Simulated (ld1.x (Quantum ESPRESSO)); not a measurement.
What one change does to a pseudopotential (Pb, TM)

| Property | Result |
| --- | --- |
| Element | lead |
| Generator | ld1.x (Quantum ESPRESSO) 7.5 |
| Type | norm-conserving Troullier–Martins (Kleinman–Bylander form) |
| Functional | PBE |
| Relativity | scalar-relativistic |
| Frozen core | [Xe] 4f14 5d10 |
| Valence charge | 4 |
| Reference configuration | 6s1.5 6p2.5 |
| Partial waves | 6s (bound): rc 1.90 bohr; 6p (bound): rc 2.90 bohr |
| Local potential | all-electron potential smoothed inside 1.80 bohr (lloc = -1) |
| Core correction | none |

Change: reference 6s2 6p2.

Cutoffs: the cutoffs (Ry, on a coarse ladder) from which the occupation-weighted sum of valence levels, in a spherical-Bessel basis at the reference potential, stays within 10 and 1 mRy of its value at 400 Ry; they do not see the model core or the augmentation charge, which bear on the density cutoff. Errors are all-electron minus pseudo energies relative to the spin-unpolarised reference configuration.

Task: What does the change do?

Result: The potential gets harder (21 Ry and 30 Ry → 21 Ry and 35 Ry); both files keep a bound ghost (d, s).

| quantity | base | changed |
| --- | --- | --- |
| cutoff, loose | 21 Ry | 21 Ry |
| cutoff, tight | 30 Ry | 35 Ry |
| bound ghosts | s, d | s, d |
| largest error over its own tests, meV | +169 | +172 |
| s: phases at 3.16 bohr within 0.05 rad from the reference energy up to (Ry; the scan ends near 5) | 1.7 | 1.7 |
| p: phases at 3.16 bohr within 0.05 rad from the reference energy up to (Ry; the scan ends near 5) | 0.4 | 0.5 |

 A true bound ghost makes a file unfit for plane-wave use even where its test errors are small: the radial tests pick states by their node count and pass the ghost by.
